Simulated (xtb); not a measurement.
A run for xtb: GFN2-xTB on AlSi-, 2S+1 = 3, a spin state set in the input, which need not be the lowest, a point of a bond scan (R = 2.457 Å). Charge -1.

```
$ xtb mol.xyz --gfn 2 --sp --chrg -1 --uhf 2
2

Al     0.00000000     0.00000000     0.00000000
Si     0.00000000     0.00000000     2.45661600
```

Predict the final total energy.

-2.7140 hartree.
